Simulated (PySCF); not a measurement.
# Radial density of Mn³⁺ (manganese, charge +3)

UHF, [Ar] 3d4, high-spin 5D determinant. Calculation: PySCF 2.14, in ANO-RCC-VTZP; the spin-free X2C one-electron Hamiltonian (Gaussian nucleus).

| r (bohr) | 4πr²ρ (e/bohr) | 4πr²(ρα − ρβ) |
| --- | --- | --- |
| 0.00108 | 0.2154 | 0.0000 |
| 0.00182 | 0.5451 | 0.0000 |
| 0.00306 | 1.351 | 0.0000 |
| 0.00515 | 3.228 | 0.0000 |
| 0.00867 | 7.257 | 0.0001 |
| 0.0146 | 14.63 | 0.0001 |
| 0.0245 | 24.46 | 0.0002 |
| 0.0413 | 30.10 | 0.0005 |
| 0.0694 | 25.42 | 0.0033 |
| 0.117 | 24.88 | 0.0331 |
| 0.196 | 33.28 | 0.2599 |
| 0.330 | 18.62 | 1.3021 |
| 0.555 | 12.60 | 3.3627 |
| 0.934 | 12.35 | 3.4435 |
| 1.57 | 2.515 | 1.1754 |
| 2.64 | 0.1195 | 0.1025 |
| 4.45 | 9.338e-05 | 0.0001 |
| 7.48 | 0.0002491 | 0.0002 |

Densities and radii are taken from the X2C orbitals without a picture-change correction, which distorts them close to the nucleus.
